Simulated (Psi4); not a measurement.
GeIF3 (SMILES [F][Ge]([F])([F])[I]): methods side by side

The species is GeIF3 (5 atoms), meant as a singlet with charge 0. As SMILES, `[F][Ge]([F])([F])[I]`. The shape was relaxed beforehand at PBE0/def2-TZVP.

Quantity: the dipole moment, in D. The values are calculated.

```json
{"level": "PBE-D4/def2-TZVPP (density fitting, core potential)", "kind": "GGA", "program": "Psi4", "value (D)": "2.36", "CPU time": "47 s"}
{"level": "r2SCAN-D4/def2-TZVPP (density fitting, core potential)", "kind": "meta-GGA", "program": "Psi4", "value (D)": "2.39", "CPU time": "82 s"}
{"level": "B3LYP-D4/def2-TZVPP (density fitting, core potential)", "kind": "global hybrid", "program": "Psi4", "value (D)": "2.55", "CPU time": "46 s"}
{"level": "PBE0-D4/def2-TZVPP (density fitting, core potential)", "kind": "global hybrid", "program": "Psi4", "value (D)": "2.51", "CPU time": "48 s"}
{"level": "wB97M-V/def2-TZVPP (density fitting, core potential)", "kind": "range-separated hybrid", "program": "Psi4", "value (D)": "2.49", "CPU time": "1.8 min"}
```

The values span 2.36 to 2.55 D. Magnitudes only. CPU times are rough (shared hosts, several kinds of processor and program).
